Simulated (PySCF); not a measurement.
Computed shifts of a molecule C₄H₆ClF, PBE/pcSseg-1 run with PySCF, GIAO, gas phase, equivalent atoms averaged, in ppm (number of nuclei): ¹³C: 144.7 (1), 132.6 (1), 95.3 (1), 24.4 (1). ¹⁹F: -225.8 (1). ¹H: 6.49 (1), 6.30 (1), 5.94 (1), 1.68 (3). References: ¹³C against TMS (σ = 182.0 ppm); ¹⁹F against CFCl3 (σ = 133.6 ppm); ³⁵Cl against HCl (σ = 936.5 ppm); ¹H against TMS (σ = 31.49 ppm), references at their B3LYP-D3(BJ)/def2-TZVP geometries, non-relativistic (without spin–orbit terms, shifts of atoms bonded to Cl or Br come out too high). Geometry optimised at TPSSh-D3(BJ)/def2-SVP. One conformer was computed; it need not be the lowest.

Pick the molecule that these values belong to.
(A) C[C@@H](F)/C=C\Cl
(B) C[C@@]1(Cl)C[C@@H]1F
(C) CC(C)=C(F)Cl
(D) FC1(CCl)CC1

A, C[C@@H](F)/C=C\Cl
